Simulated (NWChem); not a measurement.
A series in which one site is exchanged, each optimised at PBE0/def2-SVP with NWChem, gas phase unless a solvent is named. All stand in one matching conformer (torsions within 35°), which need not be the lowest. For some, no frequency run checked for a minimum. def2 effective core potentials on Sb, Bi; no spin-orbit coupling.

A: [OH][Sc]([OH])[F] (ScH2O2F; site = Sc)
B: [OH][Bi]([OH])[F] (BiH₂O₂F; site = Bi)
C: [OH][Sb]([OH])[F] (SbH₂O₂F; site = Sb)

Values for A:

| Quantity | Value |
|---|---|
| dipole (D), PBE0/def2-SVP | 2.58 |
| vertical ionisation energy, ΔSCF, PBE/def2-SVP (eV) | 10.12 |
| static polarisability, PBE0/def2-SVPD (bohr³) | 38.6 |
| lowest singlet excitation, PBE0/def2-SVPD, TDA (eV) | 5.57 |

How do these values change for the other members?


```csv
change from A,B,C
"dipole (D), PBE0/def2-SVP",-1.16,-1.89
"vertical ionisation energy, ΔSCF, PBE/def2-SVP (eV)",-0.02,+0.12
"static polarisability, PBE0/def2-SVPD (bohr³)",+12.1,+8.4
"lowest singlet excitation, PBE0/def2-SVPD, TDA (eV)",+0.34,+0.62
```
